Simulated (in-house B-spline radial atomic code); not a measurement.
Ionising the nitrogen ion N⁴⁺ with different functionals

Computed with an all-electron radial atomic-structure program (B-spline basis): non-relativistic Hamiltonian, point nucleus, spin-polarised at highest spin, spherical fractional occupations for the functionals, and exact exchange of hybrids averaged over the configuration. The ionisation energy is the difference of two self-consistent energies, [He] 2s1 → 1s2, without Breit or QED terms; ε is the level of the shell that loses the electron (its least bound occupied spin orbital).

```json
{"method": "PBE0", "rung": "global hybrid", "ΔSCF (eV)": "98.27", "-ε(2s) (eV)": "91.70"}
{"method": "B3LYP", "rung": "global hybrid", "ΔSCF (eV)": "98.63", "-ε(2s) (eV)": "91.31"}
{"method": "TPSSh", "rung": "global hybrid", "ΔSCF (eV)": "98.18", "-ε(2s) (eV)": "90.64"}
{"method": "M06-2X", "rung": "global hybrid", "ΔSCF (eV)": "98.34", "-ε(2s) (eV)": "93.91"}
{"method": "BHandHLYP", "rung": "global hybrid", "ΔSCF (eV)": "98.50", "-ε(2s) (eV)": "93.76"}
{"method": "r2SCAN0", "rung": "global hybrid", "ΔSCF (eV)": "97.77", "-ε(2s) (eV)": "92.00"}
{"method": "B97-1", "rung": "global hybrid", "ΔSCF (eV)": "98.08", "-ε(2s) (eV)": "91.25"}
{"method": "HSE06", "rung": "range-separated hybrid", "ΔSCF (eV)": "98.26", "-ε(2s) (eV)": "91.28"}
{"method": "wB97X", "rung": "range-separated hybrid", "ΔSCF (eV)": "96.85", "-ε(2s) (eV)": "94.15"}
{"method": "CAM-B3LYP", "rung": "range-separated hybrid", "ΔSCF (eV)": "98.56", "-ε(2s) (eV)": "93.22"}
{"method": "LC-wPBE", "rung": "range-separated hybrid", "ΔSCF (eV)": "98.48", "-ε(2s) (eV)": "94.93"}
```

**Question.** Among the functionals, which spreads more, the ΔSCF values or the orbital energies?

**Answer.** The orbital energies: ΔSCF values span about 1.78 eV and the orbital energies 4.28 eV.

**Question.** How do they compare with the NIST value?

**Answer.** NIST lists 97.890 eV (measured, ground level to ground level). Errors run from -1.04 to +0.74 eV; r2SCAN0 is closest (-0.12 eV), but part of that can be cancellation, since the calculations leave out relativity, Breit-QED terms.
